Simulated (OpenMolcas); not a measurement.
## V3+: moving or changing the point charges

V3+ among 6 point charges of -2 e arranged as a tetragonal octahedron (D4h), 1.92 Å from the ion, with the axial distance 1.958 Å. The active orbitals were held to one l.
```
   1.9200    0.0000    0.0000  -2.00
   0.0000    1.9200    0.0000  -2.00
  -1.9200    0.0000    0.0000  -2.00
   0.0000   -1.9200    0.0000  -2.00
   0.0000    0.0000    1.9584  -2.00
   0.0000    0.0000   -1.9584  -2.00
```

| Item | Value |
| --- | --- |
| Program | OpenMolcas 26.06 |
| Method | CASSCF |
| Basis | ANO-RCC-VDZP [5s4p2d1f] |
| Scalar Hamiltonian | DKH2, point nucleus |
| Active space | 2 electrons in 5 orbitals (3d) |
| State averaging | 2S+1 = 3 even, 10 roots; 2S+1 = 1 even, 15 roots |
| Spin-orbit coupling | RASSI with atomic mean-field integrals over the reference wave functions |

Runs around this geometry, states (labels of D4, the rotations of D4h). Energies in cm-1 above the lowest state or level, χT in cm3 K/mol.

```json
{"R (Å)": "1.92", "Axial / equatorial distance": "0.94", "Ground state": "3E", "First state of that spin": "3A2 1225", "First gap with spin-orbit (degeneracies)": "10.4 (1, 1)", "χT at 300 K": "0.891", "First state of another spin": "1A1 14318"}
{"R (Å)": "1.73", "Axial / equatorial distance": "1.02", "Ground state": "3A2", "First state of that spin": "3E 534.4", "First gap with spin-orbit (degeneracies)": "28.0 (1, 2)", "χT at 300 K": "0.922", "First state of another spin": "1B2 14084"}
{"R (Å)": "1.92", "Axial / equatorial distance": "1.02", "Ground state": "3A2", "First state of that spin": "3E 354.1", "First gap with spin-orbit (degeneracies)": "38.9 (1, 2)", "χT at 300 K": "0.889", "First state of another spin": "1B2 14509"}
{"R (Å)": "2.11", "Axial / equatorial distance": "1.02", "Ground state": "3A2", "First state of that spin": "3E 241.3", "First gap with spin-orbit (degeneracies)": "48.1 (1, 2)", "χT at 300 K": "0.872", "First state of another spin": "1B2 14481"}
```

The ground state changes within this set.

Without dynamic correlation the repulsion within the d shell is too large (B by tens of per cent), so at a given field states of lower spin stand too high. An orbital doublet at a regular site is open to a Jahn-Teller distortion, which this geometry leaves out (holds for R = 1.92, ratio = 0.94). This is an electrostatic model: the charges have no orbitals. No measured value stands beside these numbers.
